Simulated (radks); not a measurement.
The numbers below are computed, except where a source is named.
The mean radii <r> (bohr) of the occupied orbitals of an atom or ion are listed with their occupations. Code: a radial shooting solver on a logarithmic mesh with Libxc functionals. Model: scalar-relativistic Kohn-Sham, BLYP, spin-unpolarised, spherical densities, finite nucleus; Fermi nuclear charge, rms radius of each element as measured or else 0.836 A^(1/3) + 0.57 fm.

| orbital | occ. | <r> |
|---|---|---|
| 1s | 2 | 0.01804 |
| 2s | 2 | 0.07622 |
| 2p | 6 | 0.06834 |
| 3s | 2 | 0.1974 |
| 3p | 6 | 0.1979 |
| 3d | 10 | 0.1792 |
| 4s | 2 | 0.4406 |
| 4p | 6 | 0.4685 |
| 4d | 10 | 0.4997 |
| 5s | 1 | 1.022 |
| 5p | 6 | 1.173 |
| 4f | 14 | 0.5752 |
| 5d | 4 | 1.571 |

Name the element and its charge.

Answer. Z = 75, rhenium, charge +4: Re4+ in [Kr] 4d10 4f14 5s1 5p6 5d4. The 1s radius gives Z: for a bare nucleus <r> = (2 gamma + 1)/(2Z) with gamma = sqrt(1 - (Z/c)^2), 0.01783 bohr for Z = 75, and screening makes it slightly larger (0.01804 here). The occupations add up to 71, and the charge is Z minus that.
